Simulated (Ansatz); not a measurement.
`C=C[CH2][AlH][F]` and `C=C[CH2][InH][F]` differ in one atom or group.

Ansatz, PBE0-D4/def2-TZVP geometries, multiplicity 1. Each molecule was computed in one conformer, which needn't be the lowest.

Elements past krypton have def2 core potentials.

| property | `C=C[CH2][AlH][F]` |
| --- | --- |
| size of the dipole moment (B3LYP/def2-TZVPP) / D | 2.25 |
| HOMO–LUMO gap (PBE0/def2-TZVPP) / eV | 6.28 |
| HOMO energy (PBE/def2-TZVPP) / eV | -6.05 |
| LUMO energy (PBE/def2-TZVPP) / eV | -1.75 |
| size of the dipole moment (ωB97M-V/def2-TZVPP) / D | 2.25 |
| HOMO energy (B3LYP/def2-TZVPP) / eV | -6.90 |

(1) Give the same properties after the change, and the shifts. (An estimate is asked.)

Results:

(1) Computed: 
```json
{"property": "size of the dipole moment (B3LYP/def2-TZVPP) / D", "`C=C[CH2][InH][F]`": "3.39", "shift": "1.14"}
{"property": "HOMO–LUMO gap (PBE0/def2-TZVPP) / eV", "`C=C[CH2][InH][F]`": "5.44", "shift": "-0.84"}
{"property": "HOMO energy (PBE/def2-TZVPP) / eV", "`C=C[CH2][InH][F]`": "-5.91", "shift": "0.14"}
{"property": "LUMO energy (PBE/def2-TZVPP) / eV", "`C=C[CH2][InH][F]`": "-2.21", "shift": "-0.46"}
{"property": "size of the dipole moment (ωB97M-V/def2-TZVPP) / D", "`C=C[CH2][InH][F]`": "3.35", "shift": "1.10"}
{"property": "HOMO energy (B3LYP/def2-TZVPP) / eV", "`C=C[CH2][InH][F]`": "-6.74", "shift": "0.16"}
```

With PBE0 the HOMO rises by 0.17 eV and the LUMO falls by 0.66 eV, so the gap narrows by about 0.83 eV. PBE moves the HOMO by 0.14 eV and ωB97M-V by 0.19 eV. Dipoles are sizes alone; their direction can turn.

Positive LUMOs are unbound, so they and the gaps depend on the basis.

B3LYP here is the variant with VWN-RPA as its local correlation; programs differ in this.
